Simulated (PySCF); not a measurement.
Match the calculated data to a structure.

All candidates are C5H6Cl2O2.

- Rotational structure: rotational constants A, B, C: 2.034, 0.640, 0.600 GHz [GFN2-xTB]
- NMR, other nuclei: isotropic shieldings of nuclei other than C and H, by class: -87 (1 O), 163 (1 O), 625 (2 Cl) ppm [GIAO PBE0/pcSseg-1]
- Triplet: lowest triplet excitation (Tamm–Dancoff): 3.54 eV [TDA B3LYP/def2-SVPD]
- 13C NMR: chemical shifts (computed TMS as zero) by class: 170.8 (1 C), 153.0 (1 C), 144.1 (1 C), 78.2 (1 C), 54.8 (1 C) ppm [GIAO PBE0/pcSseg-1]
- UV, first state: lowest singlet excitation: 4.69 eV (264 nm, f = 0.000) [TDDFT B3LYP/def2-SVPD]
- Dipole: 3.40 D [B3LYP/def2-SVPD]
- Polarisability: 95.9 au [B3LYP/def2-SVPD]
- 1H NMR: chemical shifts (computed TMS as zero) by class: 7.24 (1 H), 7.21 (1 H), 7.02 (1 H), 4.06 (3 H) ppm [GIAO PBE0/pcSseg-1]

Gas-phase values; electronic properties from PySCF, density fitting. Levels stand in brackets. One conformer (not necessarily the lowest) at the GFN2-xTB geometry, without solvent, vibrations or thermal averaging. NMR classes are plain means over equivalent atoms (diastereotopic ones count apart unless rotation or inversion swaps them), as if these changed places fast.

Problem. Which candidate is it?
A. `O=C1C[C@@H](Cl)[C@@H](Cl)CO1`
B. `O=C(Cl)CCCC(=O)Cl`
C. `C=C(C(=O)OC)C(Cl)Cl`

Solution. C. It is `C=C(C(=O)OC)C(Cl)Cl`. Numbering: `[CH2:1]=[C:2]([C:3](=[O:4])[O:5][CH3:6])[CH:7]([Cl:8])[Cl:9]`. Its formula, C5H6Cl2O2, gives 2 degrees of unsaturation: 0 rings and 2 π bonds in the structure found. 5 carbons fall into 5 classes; from least to most shielded: ester carbonyl carbon [C3] (170.8 ppm), fully substituted alkene carbon [C2] (153.0 ppm), terminal =CH2 carbon [C1] (144.1 ppm), CHCl2 carbon [C7] (78.2 ppm), methoxy carbon [C6] (54.8 ppm). Hydrogen classes from least to most shielded: 1 H on a terminal =CH2 carbon, C1 (7.24 ppm), 1 H on a terminal =CH2 carbon, C1 (7.21 ppm), 1 H on a CHCl2 carbon, C7 (7.02 ppm), 3 H on a methoxy carbon, C6 (4.06 ppm). The other shieldings belong to: -87 ppm, ester carbonyl oxygen [O4]; 163 ppm, ester single-bonded oxygen [O5]; 625 ppm, alkyl chlorine [Cl8/Cl9]. S1 is mainly HOMO−1→LUMO (weight 0.91); the largest Löwdin shares of the orbital it empties are 0.44 on the ester carbonyl oxygen, 0.13 on each of 2 atoms of one kind (alkyl chlorine) and 0.07 on the ester single-bonded oxygen, of the orbital it fills 0.31 on the terminal =CH2 carbon, 0.20 on the fully substituted alkene carbon, 0.13 on the ester carbonyl oxygen and 0.12 on the ester carbonyl carbon. By its constants the optimised geometry is an asymmetric top. NMR values of atoms bound to several Cl lack the spin–orbit term that these neighbours bring.

The others, at the same levels:
- `O=C1C[C@@H](Cl)[C@@H](Cl)CO1` fails: its computed 13C shifts are 167.2 (1 C), 74.0 (1 C), 66.9 (1 C), 62.1 (1 C), 39.7 (1 C) ppm, 1H shifts are 4.78 (1 H), 4.52 (1 H), 4.21 (1 H), 4.19 (1 H), 3.34 (1 H), 2.91 (1 H) ppm and lowest singlet excitation is 5.56 eV (223 nm, f = 0.001) (against 4.69 eV).
- `O=C(Cl)CCCC(=O)Cl` fails: it has 3 carbon classes against 5; its computed 13C shifts are 184.6 (2 C), 47.6 (2 C), 24.1 (1 C) ppm, 1H shifts are 2.96 (4 H), 1.75 (2 H) ppm and rotational constant A is 3.068 GHz (against 2.034 GHz).

Each candidate is one conformer, not necessarily the lowest. The conformers computed, where there is a choice (atom-mapped SMILES and torsion angles):
- `[CH2:1]=[C:2]([C:3](=[O:4])[O:5][CH3:6])[CH:7]([Cl:8])[Cl:9]`: C1–C2–C3–O4 180°, C2–C3–O5–C6 180°, C1–C2–C7–Cl8 67°
- `[O:1]=[C:2]([Cl:3])[CH2:4][CH2:5][CH2:6][C:7](=[O:8])[Cl:9]`: O1–C2–C4–C5 -1°, C2–C4–C5–C6 -178°, C4–C5–C6–C7 -67°, C5–C6–C7–O8 1°

The conformers of `O=C1C[C@@H](Cl)[C@@H](Cl)CO1` aren't listed.
